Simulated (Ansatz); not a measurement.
Cost and result for the atomization energy of C₂H₅FO₂Si, SMILES `CO[Si]1(F)CO1` (11 atoms, 11 bonds).

```xyz
11

C     0.077    1.742    1.174
O    -0.225    0.938    0.049
Si   -0.183   -0.657   -0.106
F     0.023   -1.294    1.331
C     0.210   -1.560   -1.590
O    -1.232   -1.379   -1.107
H     0.199    1.144    2.080
H     0.998    2.297    0.983
H    -0.739    2.451    1.321
H     0.369   -1.075   -2.550
H     0.503   -2.607   -1.587
```

Charge 0, multiplicity 1. The structure was optimised at the PBE0-D4/def2-TZVP level. It is one conformer, not always the lowest. Program: Ansatz. All runs use 4 threads of an Arm Neoverse V1 on a shared host. Times are those of one run each, without the atoms' runs, and a repeat can differ threefold. Electronic energies, without spin–orbit coupling; frozen cores. CCSD(T)/CBS adds CCSD(T) − MP2 in def2-TZVPP to the MP2 limit, and its time is that of the two runs behind it. T1 = 0.012. B3LYP takes the VWN-RPA correlation (the form of Gaussian; ORCA's B3LYP/G).

CCSD(T)/CBS is a level of theory with its own doubt, some kJ/mol a heavy atom from the limit and from the frozen cores, so smaller differences don't rank the functionals.

```json
{"level": "PBE-D4/def2-TZVPP (with forces)", "functions": "267", "wall time": "3 s"}
{"level": "PBE0-D4/def2-TZVPP", "functions": "267", "wall time": "3.7 s"}
{"level": "r2SCAN-D4/def2-TZVPP (with forces)", "functions": "267", "wall time": "6 s"}
{"level": "B3LYP-D4/def2-TZVPP (with forces)", "functions": "267", "wall time": "6 s"}
{"level": "B2PLYP/def2-TZVPP", "functions": "267", "wall time": "7 s"}
{"level": "ωB97X-V/def2-TZVPP", "functions": "267", "wall time": "9.5 s"}
{"level": "ωB97M-V/def2-TZVPP (with forces)", "functions": "267", "wall time": "14 s"}
{"level": "MP2/def2-QZVPP", "functions": "505", "wall time": "29 s"}
{"level": "CCSD(T)/def2-TZVPP", "functions": "267", "wall time": "5.6 min"}
{"level": "CCSD(T)/CBS(def2)", "functions": "–", "wall time": "6.1 min"}
```

What atomization energy does each give, and how far from CCSD(T)/CBS? (An estimate is asked.)

The calculation gave: 
| level | atomization (kcal/mol) | difference from CCSD(T)/CBS | per bond |
| --- | --- | --- | --- |
| PBE-D4/def2-TZVPP (with forces) | 1094.6 | 20.7 | 1.9 |
| PBE0-D4/def2-TZVPP | 1067.5 | -6.4 | -0.6 |
| r2SCAN-D4/def2-TZVPP (with forces) | 1075.3 | 1.4 | 0.1 |
| B3LYP-D4/def2-TZVPP (with forces) | 1066.4 | -7.5 | -0.7 |
| B2PLYP/def2-TZVPP | 1059.8 | -14.1 | -1.3 |
| ωB97X-V/def2-TZVPP | 1073.7 | -0.2 | 0.0 |
| ωB97M-V/def2-TZVPP (with forces) | 1074.4 | 0.5 | 0.0 |
| MP2/def2-QZVPP | 1092.7 | 18.8 | 1.7 |
| CCSD(T)/def2-TZVPP | 1042.4 | -31.5 | -2.9 |
| CCSD(T)/CBS(def2) | 1073.9 | 0.0 | 0.0 |

From PBE to PBE0 (25 % exact exchange), in def2-TZVPP and without D4, the atomization energy moves by −26.2 kcal/mol: exact exchange takes away binding that semilocal exchange gives to molecules. In def2-TZVPP, CCSD(T) changes the Hartree–Fock value by +280.7 kcal/mol (the triples alone add +18.0 kcal/mol) and MP2 by +312.0 kcal/mol; breaking electron pairs costs correlation energy, which Hartree–Fock lacks. The D4 term adds +8.3 kcal/mol with B3LYP and +4.3 kcal/mol with PBE0; it sums over pairs of atoms, weighted by their polarisabilities, and B3LYP, whose exchange is more repulsive, gets the larger term.
